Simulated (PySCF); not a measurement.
hexane (C6H14), SMILES C(CC)CCC. The structure is a stationary point at B3LYP-D3(BJ)/def2-SVP. The values are those of a single conformer.

Computed equilibrium geometry at B3LYP-D3(BJ)/def2-SVP (PySCF confirms it by a frequency run) as bond lengths and angles (one conformer of several):
Atoms: C1 C2 C3 C4 C5 C6 H7 H8 H9 H10 H11 H12 H13 H14 H15 H16 H17 H18 H19 H20. Bonded distances (Å): C1–C2 1.528, C1–H7 1.103, C1–H8 1.103, C1–H9 1.102, C2–C3 1.530, C2–H10 1.105, C2–H11 1.105, C3–C4 1.530, C3–H12 1.104, C3–H13 1.106, C4–C5 1.533, C4–H14 1.106, C4–H15 1.105, C5–C6 1.530, C5–H16 1.105, C5–H17 1.104, C6–H18 1.103, C6–H19 1.102, C6–H20 1.102. Bond angles (°): C2–C1–H7 111.2, C2–C1–H8 111.2, C2–C1–H9 111.7, H7–C1–H8 107.3, H7–C1–H9 107.6, H8–C1–H9 107.6, C1–C2–C3 113.4, C1–C2–H10 109.6, C1–C2–H11 109.6, C3–C2–H10 109.2, C3–C2–H11 109.1, H10–C2–H11 105.7, C2–C3–C4 113.5, C2–C3–H12 108.9, C2–C3–H13 109.3, C4–C3–H12 110.0, C4–C3–H13 109.2, H12–C3–H13 105.8, C3–C4–C5 114.8, C3–C4–H14 109.1, C3–C4–H15 108.7, C5–C4–H14 109.2, C5–C4–H15 108.9, H14–C4–H15 105.8, C4–C5–C6 114.5, C4–C5–H16 109.1, C4–C5–H17 108.7, C6–C5–H16 109.4, C6–C5–H17 109.0, H16–C5–H17 105.8, C5–C6–H18 111.1, C5–C6–H19 111.3, C5–C6–H20 111.9, H18–C6–H19 107.6, H18–C6–H20 107.4, H19–C6–H20 107.3.
Charge 0, spin multiplicity 1.
